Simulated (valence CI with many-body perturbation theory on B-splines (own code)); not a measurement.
The numbers below are computed, except where a source is named.
Ru³⁷⁺: magnetic and hyperfine properties of the levels

Level of theory: relativistic CI+MBPT: five valence electrons over a frozen Dirac-Fock core [He], a basis of 9 s, 9 p, 8 d, 6 f, 3 g, 1 h functions for each j, with the one-electron correlation potential Σ1, the two-electron term Σ2, the three-electron term Σ3, Breit, model QED; selected CI, second order for the rest (own B-spline code, finite nucleus).

No measured spectrum was set against this ion. As an estimate, large intervals hold to a few tenths of a per cent, small ones and those within an open d or f shell to about a per cent. Among the levels kept, up to 1800 cm⁻¹ of a level comes from second order outside the variational space, and about a tenth of that is noise between levels of different J, which matters for small intervals.

A/g_I is the dipole constant over the nuclear g factor μ/I (μ in nuclear magnetons, uniformly magnetised nucleus), B/Q the quadrupole constant per barn. Both hold the static response of the core; the bare values leave it out. Large factors of s and p1/2 electrons are usually good to 5 to 10 %; those of open d and f shells near neutrality can be off by tens of per cent, and small factors of p3/2, d and f electrons come from cancelling terms and can be off by a factor of two or in sign, in half-filled shells by more. B is blank for J = 1/2, where it vanishes, and for nearly pure S terms. Energies count from the lowest level.

Levels are named by their leading jj configuration (3d3/2^4 stands for four electrons in 3d with j = 3/2), which in mixed levels can hold well under half, so a name can repeat and another be missing. Letters in brackets count levels of one name in rising energy.

```
                             Level  E (eV)      g  A/g_I (MHz)  A/g_I bare  B/Q (MHz/b)  B/Q bare
        (2s^2 2p1/2^2 2p3/2) J=3/2     0.0  1.419       138000      144000       244000    245000
        (2s^2 2p1/2 2p3/2^2) J=3/2   123.2  1.415         8080       15000        70600     70700
        (2s^2 2p1/2 2p3/2^2) J=5/2   139.8  1.188       309000      311000        -1460     -1460
        (2s^2 2p1/2 2p3/2^2) J=1/2   162.4  0.650       926000      919000                       
              (2s^2 2p3/2^3) J=3/2   286.3  1.267       162000      166000      -316000   -317000
        (2s 2p1/2^2 2p3/2^2) J=5/2   287.9  1.512       693000      690000       133000    133000
        (2s 2p1/2^2 2p3/2^2) J=1/2   338.1  2.230      2660000     2630000                       
        (2s 2p1/2^2 2p3/2^2) J=3/2   339.2  1.280      -280000     -263000      -136000   -136000
      (2s 2p1/2 2p3/2^3) J=3/2 [a]   430.7  1.443       576000      573000      -225000   -226000
          (2s 2p1/2 2p3/2^3) J=5/2   455.7  1.264       861000      852000      -422000   -423000
          (2s 2p1/2 2p3/2^3) J=1/2   481.1  1.488      -589000     -565000                       
      (2s 2p1/2 2p3/2^3) J=3/2 [b]   493.1  1.110        70500       79800        12700     12700
                (2s 2p3/2^4) J=1/2   622.4  1.582      2700000     2650000                       
           (2p1/2^2 2p3/2^3) J=3/2   675.9  1.322       144000      153000      -285000   -286000
             (2p1/2 2p3/2^4) J=1/2   814.7  0.650       929000      917000                       
           (2s^2 2p1/2^2 3s) J=1/2  2938.8  2.048       798000      788000                       
        (2s^2 2p1/2^2 3p1/2) J=1/2  2988.7  0.663       259000      257000                       
        (2s^2 2p1/2^2 3p3/2) J=3/2  3035.2  1.338        43500       45300        70000     70100
   (2s^2 2p1/2 2p3/2 3s) J=3/2 [a]  3064.8  1.677       215000      218000       186000    186000
       (2s^2 2p1/2 2p3/2 3s) J=1/2  3070.6  1.283      -312000     -298000                       
       (2s^2 2p1/2 2p3/2 3s) J=5/2  3078.1  1.357       430000      430000       205000    206000
   (2s^2 2p1/2 2p3/2 3s) J=3/2 [b]  3082.5  1.006       283000      287000       133000    133000
        (2s^2 2p1/2^2 3d3/2) J=3/2  3086.6  0.780        26900       26600        10400     10600
        (2s^2 2p1/2^2 3d5/2) J=5/2  3104.7  1.201        15100       15200          527       741
    (2s^2 2p1/2 2p3/2 3p1/2) J=1/2  3114.5  1.687      -135000     -124000                       
(2s^2 2p1/2 2p3/2 3p1/2) J=3/2 [a]  3119.3  1.149       209000      212000        38900     39000
    (2s^2 2p1/2 2p3/2 3p1/2) J=5/2  3129.2  1.111       329000      330000       200000    200000
(2s^2 2p1/2 2p3/2 3p1/2) J=3/2 [b]  3147.0  1.392       217000      222000       235000    236000
(2s^2 2p1/2 2p3/2 3p3/2) J=5/2 [a]  3155.1  1.428         9850       14300       304000    305000
(2s^2 2p1/2 2p3/2 3p3/2) J=1/2 [a]  3158.9  1.714      -217000     -209000                       
(2s^2 2p1/2 2p3/2 3p3/2) J=3/2 [a]  3163.8  1.203       268000      268000      -173000   -174000
    (2s^2 2p1/2 2p3/2 3p3/2) J=7/2  3169.4  1.257       215000      217000       283000    284000
(2s^2 2p1/2 2p3/2 3p3/2) J=3/2 [b]  3174.5  1.366        86600       91200        59800     59900
(2s^2 2p1/2 2p3/2 3p3/2) J=5/2 [b]  3182.5  1.193       285000      286000        23100     23100
(2s^2 2p1/2 2p3/2 3p3/2) J=1/2 [b]  3193.1  0.685       917000      911000                       
       (2s 2p1/2^2 2p3/2 3s) J=5/2  3204.8  1.733       759000      756000       195000    195000
(2s^2 2p1/2 2p3/2 3d3/2) J=3/2 [a]  3213.3  0.940        57300       58800      -139000   -139000
           (2s^2 2p3/2^2 3s) J=5/2  3214.5  1.382       279000      281000        70900     71100
    (2s^2 2p1/2 2p3/2 3d3/2) J=5/2  3215.2  1.018       150000      152000       -27600    -27600
(2s^2 2p1/2 2p3/2 3d3/2) J=1/2 [a]  3216.1  0.223       205000      198000
```

Problem. Take the isotope of mass number 101, with I = 5/2, μ = -0.718 μN and Q = 0.46 b. What is the hyperfine structure of (2s 2p1/2^2 2p3/2^2) J=5/2?

Solution. From the table A = -199000 MHz, B = 61200 MHz. Shifts from the centre of gravity in MHz: F = 0: 1780000, F = 1: 1570000, F = 2: 1150000, F = 3: 530000, F = 4: -270000, F = 5: -1230000.
